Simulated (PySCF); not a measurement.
Species: C6H16BN.
SMILES: `CN(BC(C)(C)C)C`

Torsions of this conformer, `[CH3:1][N:2]([CH3:3])[BH:4][C:5]([CH3:6])([CH3:7])[CH3:8]`: C1–N2–B4–C5 -179°, N2–B4–C5–C6 61°.

The closed-shell ground state was solved at several levels (PySCF, density fitting, gas phase, non-relativistic). Isolated species at its PBE0-D3(BJ)/def2-SVP geometry, gas phase.

| level | basis functions | total energy (Eh) | HOMO (eV) | LUMO (eV) | gap (eV) | dipole (D) |
| --- | --- | --- | --- | --- | --- | --- |
| wB97X-D/def2-SVPD | 288 | -317.5937 | -9.10 | 2.01 | 11.11 | 1.71 |
| HF/pcSseg-1 | 216 | -315.6262 | -10.22 | 3.93 | 14.15 | 1.61 |

(1) Estimate the row for PBE0/pcSseg-1, a basis of 216 functions; the other rows only guide the guess.

(2) Over all these levels, which gives the widest orbital gap and which the narrowest?

(3) How far do the dipole and the HOMO energy spread over the levels?

Results:

(1) Total energy -317.4673 Eh, HOMO -7.23 eV, LUMO 0.48 eV, gap 7.71 eV, dipole 1.87 D.

(2) HF/pcSseg-1 (Hartree–Fock, all exact exchange) has the widest, 14.15 eV, and PBE0/pcSseg-1 (global hybrid, 25 % exact exchange) the narrowest, 7.71 eV. The two share the basis. From the narrowest to the widest the HOMO moves by -2.99 eV and the LUMO by +3.45 eV. The HOMO need not be the same orbital at Hartree–Fock and at DFT levels.

(3) The dipole runs from 1.61 to 1.87 D (mean 1.73 D) and the HOMO from -10.22 to -7.23 eV.

wB97X-D is run here without its empirical dispersion term; that term would change no orbital, density or response property at a fixed geometry.
